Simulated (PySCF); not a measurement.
# Input and output

Tl2H6 (singlet). PySCF 2.14.0, RKS PBE0, Tl def2-SVP with ECP60, H def2-SVP; non-relativistic Hamiltonian with scalar-relativistic core potentials where named; density fitting; no spin-orbit coupling. Purpose: singlet excitations, Tamm-Dancoff PBE0.

```python
mol = gto.M(atom='''
Tl     0.00000     0.00000     1.58003
Tl    -0.00000    -0.00000    -1.58003
H      1.29383     0.00000    -0.00000
H     -1.29383    -0.00000     0.00000
H      0.00000     1.63735     2.08934
H      0.00000    -1.63735     2.08934
H     -0.00000     1.63735    -2.08934
H     -0.00000    -1.63735    -2.08934''',
    basis={'Tl': 'def2-SVP', 'H': 'def2-SVP'},
    ecp={'Tl': 'def2-SVP'},
    charge=0, spin=0)
mf = dft.RKS(mol, xc='PBE0')
mf.grids.atom_grid = (50, 194)
mf = mf.density_fit()  # fitting sets: Tl def2-universal-JKFIT, H def2-universal-JKFIT
mf.conv_tol = 1e-08; mf.max_cycle = 55
mf.kernel(dm0)  # dm0: converged density of the relaxed state
td = mf.TDA(); td.nstates = 8; td.kernel()
```

Run from Python with OMP_NUM_THREADS=2; the lines above give its settings. Where DIIS fails, smearing, a level shift and second-order steps follow.
It took 17 s on 2 threads of Arm Neoverse V1, with other jobs on the host, from an already converged density.

Q: Where do the frontier levels lie, over both spins?

A: HOMO -7.72 eV, LUMO -1.27 eV. 

Q: What are the Mulliken charges and spins?

A: 
```
atom  charge (e)  spin (e)
 Tl1       0.196     0.000
 Tl2       0.196     0.000
  H3      -0.130     0.000
  H4      -0.130     0.000
  H5      -0.033     0.000
  H6      -0.033     0.000
  H7      -0.033     0.000
  H8      -0.033     0.000
```

Q: Which singlet excitations follow (Tamm-Dancoff, 8 states)?

A: 
```json
{"state": "1", "eV": "5.33", "oscillator strength": "0.0000"}
{"state": "2", "eV": "5.55", "oscillator strength": "0.0183"}
{"state": "3", "eV": "5.64", "oscillator strength": "0.0000"}
{"state": "4", "eV": "6.18", "oscillator strength": "0.0000"}
{"state": "5", "eV": "6.55", "oscillator strength": "0.0000"}
{"state": "6", "eV": "6.75", "oscillator strength": "1.3588"}
{"state": "7", "eV": "6.75", "oscillator strength": "0.0067"}
{"state": "8", "eV": "7.04", "oscillator strength": "0.1393"}
```
Functionals without range separation put charge-transfer states too low; the basis has no diffuse functions.

The geometry was relaxed with B3LYP (Tl def2-SVP with ECP60, H def2-SVP).
